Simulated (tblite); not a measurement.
Isomers of C4H11OPSi. All values are computed: GFN2-xTB (tblite) harmonic vibrations without scaling, gas phase. Errors from tens to a few hundred cm⁻¹ against measured bands are possible. Modes of hydrogen on phosphorus and silicon can be 10 to 20 % off. One conformer each.

Electronic energies: GFN2-xTB at the same geometries; isomer energies are rough at this level and their order can be wrong.

```json
{"SMILES": "C[C@@H]1[C@H]([SiH3])C[P@@H]1=O", "electronic energy, lowest = 0 (kJ/mol)": "64.1"}
{"SMILES": "[SiH3]P1CCOCC1", "electronic energy, lowest = 0 (kJ/mol)": "155.8"}
{"SMILES": "O=[PH]1CC[SiH2]CC1", "electronic energy, lowest = 0 (kJ/mol)": "16.1"}
{"SMILES": "O=P1(C[SiH3])CCC1", "electronic energy, lowest = 0 (kJ/mol)": "50.4"}
{"SMILES": "CO[C@@H]1CP[C@@H]1[SiH3]", "electronic energy, lowest = 0 (kJ/mol)": "222.7"}
{"SMILES": "O=[P@@H]1CC[C@@H]([SiH3])C1", "electronic energy, lowest = 0 (kJ/mol)": "0.0"}
```

Question: How do GFN2-xTB zero-point energies change the relative energies?

Answer: 
| SMILES | ZPE (kJ/mol) | of it from modes above 1550 cm⁻¹ | electronic (kJ/mol) | with ZPE, lowest = 0 (kJ/mol) | lowest mode (cm⁻¹) | rings |
| --- | --- | --- | --- | --- | --- | --- |
| O=[P@@H]1CC[C@@H]([SiH3])C1 | 362.0 | 178.1 | 0.0 | 0.0 | 64 | 1 |
| O=[PH]1CC[SiH2]CC1 | 367.7 | 181.8 | 16.1 | 21.8 | 93 | 1 |
| O=P1(C[SiH3])CCC1 | 360.5 | 183.9 | 50.4 | 48.9 | 54 | 1 |
| C[C@@H]1[C@H]([SiH3])C[P@@H]1=O | 359.1 | 179.2 | 64.1 | 61.2 | 78 | 1 |
| [SiH3]P1CCOCC1 | 365.3 | 180.7 | 155.8 | 159.1 | 62 | 1 |
| CO[C@@H]1CP[C@@H]1[SiH3] | 356.6 | 177.1 | 222.7 | 217.3 | 59 | 1 |

The zero-point energies span 11.1 kJ/mol, from `CO[C@@H]1CP[C@@H]1[SiH3]` to `O=[PH]1CC[SiH2]CC1`. The order is unchanged.

Question: What do entropy and thermal enthalpy add at 298.15 K and 1 bar (rigid rotor, harmonic oscillator, one conformer each)?

Answer: 
```tsv
SMILES	point group	symmetry number	S (J/(mol K))	H − H(0) (kJ/mol)	ZPE + H − H(0) − TS (kJ/mol)
O=[P@@H]1CC[C@@H]([SiH3])C1	C1	1	381.3	25.46	273.8
O=[PH]1CC[SiH2]CC1	Cs	1	371.8	24.81	281.6
O=P1(C[SiH3])CCC1	C1	1	400.4	27.67	268.8
C[C@@H]1[C@H]([SiH3])C[P@@H]1=O	C1	1	389.3	27.01	270.0
[SiH3]P1CCOCC1	Cs	1	388.6	26.39	275.8
CO[C@@H]1CP[C@@H]1[SiH3]	C1	1	398.1	27.41	265.3
```
